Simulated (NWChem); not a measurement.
Molecule: C$_{2}$H$_{6}$FNSi; SMILES C/C=N/[SiH2]F

```xyz
11

C     -0.1855     2.7662     0.0000
C     -0.3702     1.2756     0.0005
N      0.6018     0.4559    -0.0007
Si     0.5335    -1.2702     0.0002
F     -0.9862    -1.8357    -0.0003
H     -0.6760     3.2084     0.8776
H      0.8763     3.0228     0.0040
H     -0.6681     3.2063    -0.8832
H     -1.4220     0.9403     0.0016
H      1.2087    -1.7570     1.2255
H      1.2103    -1.7585    -1.2236
```
Atoms are numbered in this order, from 1.

Results from NWChem. Pople sets run with spherical d functions. Structure relaxed at the B3LYP/6-31G* (spherical d) level. Ions are spin-unrestricted doublets at the neutral geometry; other ion states weren't tried.

```tsv
level	vertical ionisation energy, ΔSCF (eV)	−ε(HOMO) (eV)	ΔSCF minus −ε(HOMO) (eV)
B3LYP/6-31G*	9.39	6.91	2.48
r2SCAN/6-31G*	9.27	6.03	3.24
LDA (Slater exchange, VWN5)/6-31G*	9.39	5.81	3.58
CAM-B3LYP/6-31G*	?	?	?
```

Some entries are withheld; supply them.


- CAM-B3LYP/6-31G*, vertical ionisation energy, ΔSCF (eV): 9.45
- CAM-B3LYP/6-31G*, −ε(HOMO) (eV): 8.56
- CAM-B3LYP/6-31G*, ΔSCF minus −ε(HOMO) (eV): 0.89
